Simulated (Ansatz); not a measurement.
Bond stretch in NaF, singlet.

Methods: RKS-PBE = Ansatz (a first-principles code) with restricted PBE/cc-pVDZ; UKS-PBE = unrestricted PBE/cc-pVDZ run with Ansatz; UKS-CAM-B3LYP = Ansatz with unrestricted CAM-B3LYP/cc-pVDZ; FCI = full CI/cc-pVDZ, frozen core (Ansatz).

Energies relative to the lowest point of each curve near equilibrium, in kcal/mol; the last columns give the error against full CI:

| R / Å | RKS-PBE | UKS-PBE | UKS-CAM-B3LYP | FCI | RKS-PBE − FCI | UKS-PBE − FCI | UKS-CAM-B3LYP − FCI |
|---|---|---|---|---|---|---|---|
| 1.52 | 45.9 | 45.9 | 42.7 | 48.2 | -2.4 | -2.4 | -5.5 |
| 1.61 | 22.8 | 22.8 | 20.3 | 23.9 | -1.2 | -1.2 | -3.7 |
| 1.76 | 4.4 | 4.4 | 3.2 | 4.6 | -0.2 | -0.2 | -1.5 |
| 1.80 | 2.3 | 2.3 | 1.4 | 2.4 | -0.1 | -0.1 | -1.0 |
| 1.87 | 0.3 | 0.3 | 0.0 | 0.3 | 0.0 | 0.0 | -0.3 |
| 1.92 | 0.0 | 0.0 | 0.1 | 0.0 | 0.0 | 0.0 | 0.1 |
| 1.95 | 0.2 | 0.2 | 0.5 | 0.2 | 0.0 | 0.0 | 0.3 |
| 2.02 | 1.3 | 1.3 | 2.2 | 1.4 | -0.1 | -0.1 | 0.8 |
| 2.12 | 4.2 | 4.2 | 5.9 | 4.5 | -0.4 | -0.4 | 1.3 |
| 2.23 | 8.4 | 8.4 | 10.9 | 9.1 | -0.7 | -0.7 | 1.8 |
| 2.39 | 15.6 | 15.6 | 19.2 | 16.8 | -1.2 | -1.2 | 2.4 |
| 2.60 | 25.4 | 25.4 | 30.4 | 27.6 | -2.2 | -2.2 | 2.8 |
| 2.86 | 37.2 | 37.2 | 43.9 | 40.9 | -3.7 | -3.7 | 3.0 |
| 3.19 | 50.5 | 50.5 | 59.6 | 56.8 | -6.3 | -6.3 | 2.8 |
| 3.45 | 59.5 | 58.9 | 70.3 | 68.1 | -8.6 | -9.2 | 2.1 |
| 3.91 | 71.9 | 69.7 | 82.8 | 84.3 | -12.3 | -14.6 | -1.5 |
| 4.28 | 79.1 | 75.3 | 89.2 | 92.3 | -13.2 | -17.0 | -3.1 |
| 4.77 | 85.6 | 80.0 | 94.5 | 96.3 | -10.8 | -16.4 | -1.8 |
| 5.22 | 89.4 | 82.6 | 97.6 | 97.4 | -8.0 | -14.8 | 0.2 |
| 5.70 | 92.2 | 84.4 | 99.8 | 97.8 | -5.6 | -13.4 | 2.0 |

RKS-PBE is furthest from FCI at 4.28 (-13.2 kcal/mol, below); its mean absolute error over the points is 3.9 kcal/mol.

UKS-PBE is furthest from FCI at 4.28 (-17.0 kcal/mol, below); its mean absolute error over the points is 5.2 kcal/mol.

UKS-CAM-B3LYP is furthest from FCI at 1.52 (-5.5 kcal/mol, below); its mean absolute error over the points is 1.9 kcal/mol.

The scan ran from 1.52 to 7.76 Å; beyond the distances shown full CI changes its symmetry label. The restricted form behind RKS-PBE keeps the bonding electrons paired and can't separate into open-shell fragments. The unrestricted determinant behind UKS-PBE is spin-contaminated at 3.19 to 5.70 Å (<S²> up to 0.6, against 0.00 for a pure singlet). The unrestricted determinant behind UKS-CAM-B3LYP is spin-contaminated at 3.45 to 5.70 Å (<S²> up to 0.7, against 0.00 for a pure singlet).
